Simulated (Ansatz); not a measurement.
Ansatz (a first-principles code) input (CCSD(T)/cc-pVTZ):

Ansatz 0.2 input:
```yaml
crystal:
  periodic: [false, false, false]
  atoms:
    - {symbol: N, position_ang: [-1.97900603, 0.85058790, -0.80631215]}
    - {symbol: Si, position_ang: [-1.17291660, -0.43475304, 0.06691210]}
    - {symbol: N, position_ang: [0.33375125, 0.05032518, 0.73318493]}
    - {symbol: Si, position_ang: [1.89170509, 0.06663495, -0.02543377]}
    - {symbol: H, position_ang: [-2.86487874, 0.55889028, -1.22896371]}
    - {symbol: H, position_ang: [-0.92117946, -1.55440230, -0.87304259]}
    - {symbol: H, position_ang: [-2.07274536, -0.84825575, 1.17529593]}
    - {symbol: H, position_ang: [0.27775251, 0.51578418, 1.62967834]}
    - {symbol: H, position_ang: [1.76035683, -0.68529291, -1.29244026]}
    - {symbol: H, position_ang: [2.90773316, -0.58011494, 0.83994590]}
    - {symbol: H, position_ang: [2.36670542, 1.44065338, -0.31927985]}
basis:
  gaussian:
    orbitals: cc-pVTZ
magnetization: {spin_polarized: true, initial_magnetization: 1}
correlation: {method: ccsd_t, electrons: outside_noble_gas}
```

End of the output:

```
integrals: 1.93 GiB planned
1291 factors; integrals over basis functions are off by at most 8.4e-4 eV
1.23 GiB of device memory are held for the factors and their scratch space
mean field: 1.11 GiB planned
mean field evaluation 1: about -18795.6264 eV, gradient 3.0e1 eV
mean field evaluation 2: about -18795.6469 eV, gradient 3.0e1 eV
mean field evaluation 4: about -18801.1867 eV, gradient 3.7e0 eV
mean field evaluation 8: about -18801.3997 eV, gradient 2.7e-1 eV
mean field evaluation 16: about -18801.3526 eV, gradient 1.2e0 eV
mean field evaluation 32: about -18801.3937 eV, gradient 7.6e-1 eV
mean field evaluation 64: about -18797.7758 eV, gradient 2.1e1 eV
mean field -18801.40133944 eV, -690.9387551768 hartree, gradient 3.3e-6 eV, S^2 0.758890; 5 other end points of the search recorded, 0 dependent functions left out
determinant -18801.40133944 eV, -690.9387551768 hartree, with singles and doubles -18820.39454656 eV, -691.6367426646 hartree
determinant -18800.27526894 eV, -690.8973728492 hartree, with singles and doubles -18819.28189590 eV, -691.5958535069 hartree
12 core orbitals not correlated
reference -18801.40133944 eV, -690.9387551768 hartree; 13, 12 occupied and 201, 202 virtual orbitals, 1291 factors
second order -17.19149391 eV of doubles, -0.00000000 eV of singles
coupled cluster: 13.50 GiB planned
cycle   1  -18.68121624 eV  change    -1.4e0 eV  update   2.9e-2
cycle   2  -18.71423779 eV  change   -3.3e-2 eV  update   6.7e-3
cycle   3  -18.71483571 eV  change   -6.0e-4 eV  update   3.2e-3
cycle   4  -18.71665726 eV  change   -1.8e-3 eV  update   1.3e-3
cycle   5  -18.71763375 eV  change   -9.8e-4 eV  update   6.6e-4
cycle   6  -18.71778693 eV  change   -1.5e-4 eV  update   3.1e-4
cycle   7  -18.71791396 eV  change   -1.3e-4 eV  update   1.3e-4
cycle   8  -18.71795253 eV  change   -3.9e-5 eV  update   4.9e-5
cycle   9  -18.71792563 eV  change    2.7e-5 eV  update   2.0e-5
cycle  10  -18.71791510 eV  change    1.1e-5 eV  update   1.1e-5
perturbative correction -0.66133978 eV, -0.0243037888 hartree
Total energy: -18820.78059433 eV, -691.6509296582 hartree
```

It need not be the lowest isomer of its formula.
